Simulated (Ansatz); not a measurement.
Cost and result for the atomization energy of C2H6GaNO, SMILES `CO/C=[N]/[GaH2]` (11 atoms, 10 bonds).

Z-matrix (Å, degrees):
```
C
O 1 1.418
H 1 1.092 2 110.8
H 1 1.088 2 106.0 3 119.8
H 1 1.092 2 110.8 3 -120.5
C 2 1.345 1 115.6 3 60.2
N 6 1.244 2 125.3 1 -0.0
H 6 1.095 2 108.0 1 180.0
Ga 7 1.810 6 149.7 2 -180.0
H 9 1.561 7 116.7 6 93.4
H 9 1.561 7 116.7 6 -93.4
```

Total charge 0; spin multiplicity 1. Correlated methods include outer-core shells of Ga, which these sets cover unevenly. Scalar relativity is left out up to krypton. The geometry is a stationary point of PBE0-D4/def2-TZVP. It is one conformer, not always the lowest. Program: Ansatz. All runs use 4 threads of an Intel Xeon Platinum 8488C on a shared host. Times are those of one run each, without the atoms' runs, and a repeat can differ threefold. Electronic energies, without spin–orbit coupling; frozen cores. CCSD(T)/CBS adds CCSD(T) − MP2 in def2-TZVPP to the MP2 limit, and its time is that of the two runs behind it. T1 = 0.015. With those shells the extrapolation isn't a true limit.

CCSD(T)/CBS is a level of theory with its own doubt, some kJ/mol a heavy atom from the limit and from the frozen cores, so smaller differences don't rank the functionals.

```csv
level,functions,wall time
LDA (SPW92)/def2-TZVPP,256,1.1 s
revPBE-D4/def2-TZVPP,256,1.6 s
BLYP-D4/def2-TZVPP,256,2.2 s
BHLYP-D4/def2-TZVPP,256,2.5 s
r2SCAN-D4/def2-TZVPP (with forces),256,3.4 s
B2PLYP/def2-TZVPP,256,4.7 s
PBE-QIDH/def2-TZVPP,256,5.5 s
B97M-V/def2-TZVPP,256,6 s
ωB97M-V/def2-TZVPP (with forces),256,9 s
CCSD(T)/def2-SVP,118,9 s
MP2/def2-QZVPP,497,20 s
CCSD(T)/def2-TZVPP,256,2.3 min
CCSD(T)/CBS(def2),–,2.7 min
```

What atomization energy does each give, and how far from CCSD(T)/CBS? (An estimate is asked.)

Computed: 
```json
{"level": "LDA (SPW92)/def2-TZVPP", "atomization (kcal/mol)": "1091.8", "difference from CCSD(T)/CBS": "155.7", "per bond": "15.6"}
{"level": "revPBE-D4/def2-TZVPP", "atomization (kcal/mol)": "935.7", "difference from CCSD(T)/CBS": "-0.4", "per bond": "0.0"}
{"level": "BLYP-D4/def2-TZVPP", "atomization (kcal/mol)": "940.5", "difference from CCSD(T)/CBS": "4.4", "per bond": "0.4"}
{"level": "BHLYP-D4/def2-TZVPP", "atomization (kcal/mol)": "901.5", "difference from CCSD(T)/CBS": "-34.6", "per bond": "-3.5"}
{"level": "r2SCAN-D4/def2-TZVPP (with forces)", "atomization (kcal/mol)": "939.6", "difference from CCSD(T)/CBS": "3.5", "per bond": "0.3"}
{"level": "B2PLYP/def2-TZVPP", "atomization (kcal/mol)": "927.7", "difference from CCSD(T)/CBS": "-8.4", "per bond": "-0.8"}
{"level": "PBE-QIDH/def2-TZVPP", "atomization (kcal/mol)": "929.1", "difference from CCSD(T)/CBS": "-7.0", "per bond": "-0.7"}
{"level": "B97M-V/def2-TZVPP", "atomization (kcal/mol)": "940.0", "difference from CCSD(T)/CBS": "3.9", "per bond": "0.4"}
{"level": "ωB97M-V/def2-TZVPP (with forces)", "atomization (kcal/mol)": "937.9", "difference from CCSD(T)/CBS": "1.8", "per bond": "0.2"}
{"level": "CCSD(T)/def2-SVP", "atomization (kcal/mol)": "887.6", "difference from CCSD(T)/CBS": "-48.5", "per bond": "-4.8"}
{"level": "MP2/def2-QZVPP", "atomization (kcal/mol)": "943.9", "difference from CCSD(T)/CBS": "7.8", "per bond": "0.8"}
{"level": "CCSD(T)/def2-TZVPP", "atomization (kcal/mol)": "912.7", "difference from CCSD(T)/CBS": "-23.4", "per bond": "-2.3"}
{"level": "CCSD(T)/CBS(def2)", "atomization (kcal/mol)": "936.1", "difference from CCSD(T)/CBS": "0.0", "per bond": "0.0"}
```

Leaving LDA and LC-ωPBE aside and taking each functional with its dispersion term where it has one, the values, not all of them listed here, spread over 60.9 kcal/mol, from BHLYP-D4 to PBE-D4. LDA lies +134.5 kcal/mol from PBE without D4, its usual overbinding. From r2SCAN to r2SCAN0 (25 % exact exchange), in def2-TZVPP and without D4, the atomization energy moves by −20.7 kcal/mol: exact exchange takes away binding that semilocal exchange gives to molecules. In def2-TZVPP, CCSD(T) changes the Hartree–Fock value by +267.0 kcal/mol (the triples alone add +17.2 kcal/mol) and MP2 by +284.2 kcal/mol; breaking electron pairs costs correlation energy, which Hartree–Fock lacks.
